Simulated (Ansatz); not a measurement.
```yaml
crystal:
  periodic: [false, false, false]
  atoms:
    - {symbol: Mg, position_ang: [1.227600, -0.404193, 0.635013]}
    - {symbol: Te, position_ang: [-0.509884, -0.994449, -1.196629]}
    - {symbol: Te, position_ang: [-0.603282, 1.401061, 0.577687]}
basis:
  gaussian: {orbitals: STO-3G}
magnetization: {spin_polarized: true, initial_magnetization: 2}
hamiltonian: {xc: {name: B3LYP5}}
scf: {omitted_lower_state_checks: [starts]}
output: {forces: true}
```

```sh
$ ansatz run in.yaml --threads 4 --pin off --events-out ev --progress --plain --max-ram 3916MiB
```

Output, abridged:

```
Functional definition: B3LYP5
  name "B3LYP5"
  cite "Stephens, Devlin, Chabalowski & Frisch, J. Phys. Chem. 98, 11623 (1994) doi:10.1021/j100096a001"
  cite "Becke, Phys. Rev. A 38, 3098 (1988) doi:10.1103/PhysRevA.38.3098"
  cite "Lee, Yang & Parr, Phys. Rev. B 37, 785 (1988) doi:10.1103/PhysRevB.37.785"
  cite "Vosko, Wilk & Nusair, Can. J. Phys. 58, 1200 (1980) doi:10.1139/p80-159"
  parameter a0 = 0.2
  parameter ax = 0.72
  parameter ac = 0.81
  exchange = (1 - a0 - ax)*slater_x + ax*b88_x + a0*exact_x
  correlation = (1 - ac)*vwn5_c + ac*lyp_c
these checks for a lower state are left out or cut short: starts
647 factors; integrals over basis functions are off by at most 1.7e-4 eV
mean field evaluation 1: about -361787.8644 eV, gradient 1.8e1 eV
mean field evaluation 2: about -361774.0289 eV, gradient 4.3e1 eV
mean field evaluation 4: about -361790.4504 eV, gradient 9.6e0 eV
mean field evaluation 8: about -361791.5416 eV, gradient 9.6e-1 eV
mean field evaluation 16: about -361791.5521 eV, gradient 6.4e-5 eV
mean field -361791.55205778 eV, -13295.5943070017 hartree, gradient 1.5e-5 eV, S^2 2.006568; 0 other end points of the search recorded, 0 dependent functions left out
the calculation of the forces begins
reference -361791.55223480 eV, -13295.5943135071 hartree; 59, 57 occupied and 4, 6 virtual orbitals, 647 factors
Total energy: -361791.55223480 eV, -13295.5943135071 hartree
Atom 0 at     1.227600    -0.404193     0.635013 Å, force     0.497514    -0.090777     0.324029 eV/Å
Atom 1 at    -0.509884    -0.994449    -1.196629 Å, force    -0.302179    -0.086347    -0.305972 eV/Å
Atom 2 at    -0.603282     1.401061     0.577687 Å, force    -0.195335     0.177123    -0.018058 eV/Å
Dipole moment:     1.210846    -0.382033     0.664319 e Å
Checks for a lower state left out: starts
```

Run time 1.2 s (4 threads of Arm Neoverse V2 on a shared host).
